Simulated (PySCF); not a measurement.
PySCF input file for prop-2-enoxyboronic acid (C3H7BO3), SMILES C=CCOB(O)O, B3LYP/pcSseg-1. Geometry: B3LYP-D3(BJ)/def2-SVP. The values are those of a single conformer.

```python
import numpy as np
from pyscf import gto, scf, dft
from pyscf.prop.nmr import rks as nmr

mol = gto.M(
    atom='''
    C     3.01015954   -0.06817799    0.44991654
    C     1.69706815   -0.29404806    0.52443610
    C     0.83325797   -0.67073282   -0.64473485
    O    -0.21437447    0.27051901   -0.85490406
    B    -1.34235727    0.25720917   -0.08853837
    O    -2.30872258    1.20377444   -0.29224831
    O    -1.51138178   -0.69451910    0.87857862
    H     3.60098655    0.18483053    1.33458519
    H     3.54777317   -0.13349867   -0.50229094
    H     1.17662193   -0.22338087    1.48679262
    H     0.40200571   -1.67393258   -0.47794189
    H     1.43235516   -0.70384134   -1.56797770
    H    -2.05999916    1.81732231   -0.99482526
    H    -2.35504016   -0.59398664    1.33523296
    ''',
    basis='pcSseg-1',
    charge=0,
    spin=0,
    max_memory=1600,
    verbose=3,
)
mf = dft.RKS(mol, xc='b3lyp')
mf.grids.level = 3
mf.conv_tol = 1e-10
mf.max_cycle = 100
mf.kernel()
n = nmr.NMR(mf)
n.verbose = 2
n.max_cycle_cphf = 60
sigma = n.kernel()
print('atom   isotropic/ppm   span/ppm')
for i, s in enumerate(sigma):
    w = np.linalg.eigvalsh((s + s.T) / 2)
    print(f'{mol.atom_symbol(i):2s}{i + 1:3d} {w.mean():14.3f} {w[2] - w[0]:11.3f}')
```

Output:

```
converged SCF energy = -369.164112058095
atom   isotropic/ppm   span/ppm
C   1         55.635     208.361
C   2         31.569     241.052
C   3        108.003      59.141
O   4        236.610     155.155
B   5         78.699       7.350
O   6        246.016     124.304
O   7        253.363      99.515
H   8         26.154       6.464
H   9         26.090       7.015
H  10         25.009       8.405
H  11         26.631       6.571
H  12         27.577       8.504
H  13         28.391      16.786
H  14         28.414      17.199
```

The run converged.
